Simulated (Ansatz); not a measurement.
Gas-phase electronic energies from Ansatz, PBE0-D4/def2-TZVP geometries. CCSD(T)/CBS adds triple-zeta CCSD(T) − MP2 to the extrapolated MP2 energy (def2 sets, frozen cores). This one scheme is used for every species. Functionals use def2-TZVPP. One conformer a species, not always the lowest.

Consider the ligand exchange at the Al–S bond: `[NH2][Al]([F])[SH]` + CH₃SH → `C[S][Al]([NH2])[F]` + H₂S.

`[NH2][Al]([F])[SH]`:

Z-matrix (Å, degrees):
```
N
Al 1 1.752
H 1 1.007 2 124.5
H 1 1.006 2 124.8 3 -180.0
F 2 1.648 1 119.4 3 -0.1
S 2 2.172 1 121.8 3 179.9
H 6 1.345 2 91.8 1 179.9
```

CH₃SH:

Z-matrix (Å, degrees):
```
C
S 1 1.806
H 1 1.089 2 111.5
H 1 1.089 2 111.5 3 -123.8
H 1 1.090 2 106.2 3 118.1
H 2 1.342 1 97.1 3 61.9
```

`C[S][Al]([NH2])[F]`:

```xyz
10

C     2.006   -0.391    0.735
S     0.400    0.247    1.328
Al   -0.790    0.115   -0.472
N    -2.482    0.572   -0.528
F    -0.066   -0.438   -1.851
H     1.992   -0.594   -0.334
H     2.770    0.356    0.949
H     2.237   -1.309    1.273
H    -3.010    0.919    0.255
H    -3.057    0.523   -1.352
```

H₂S:

```xyz
3

S     0.486    0.369   -0.104
H    -0.315   -0.358   -0.897
H    -0.171   -0.012    1.001
```

```csv
level,ΔE (kcal/mol),difference from CCSD(T)/CBS
PBE-D4,1.7,-0.2
PBE0-D4,2.0,0.1
PBE,2.3,0.4
PBE0,2.4,0.5
HF/def2-TZVPP,3.0,1.1
CCSD/def2-TZVPP,2.3,0.4
SCS-MP2/def2-QZVPP,2.1,0.2
HF/CBS(def2),3.0,1.1
MP2/CBS(def2),1.9,0.0
CCSD/CBS(def2),2.1,0.2
CCSD(T)/CBS,1.9,0
```

Largest T1 diagnostic among the species: 0.011.

In def2-TZVPP, CCSD(T) changes the Hartree–Fock value by −1.0 kcal/mol (the triples alone add −0.2 kcal/mol) and MP2 by −1.0 kcal/mol. The D4 term adds −0.8 kcal/mol with B3LYP and −0.5 kcal/mol with PBE0; it sums over pairs of atoms, weighted by their polarisabilities, and B3LYP, whose exchange is more repulsive, gets the larger term.

B3LYP here is the variant with VWN-RPA as its local correlation; programs differ in this.
